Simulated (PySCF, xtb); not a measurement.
CBClF4, SMILES C(F)(B(F)Cl)(F)F.

GFN2-xTB run with xtb at its own geometry gives an orbital gap of 4.29 eV and a dipole moment of 2.41 D.

Coordinates come from a ωB97X-D3(BJ)/def2-SVP optimisation. The structure was generated by enumeration, and PubChem lists no compound with its InChIKey, so it may never have been made.

**Question.** What does PBE/def2-TZVP in PySCF give? (The exact figures need the calculation; the answer reports its results.)

**Answer.** gap 5.54 eV (levels -8.39 and -2.85 eV), dipole 1.17 D.
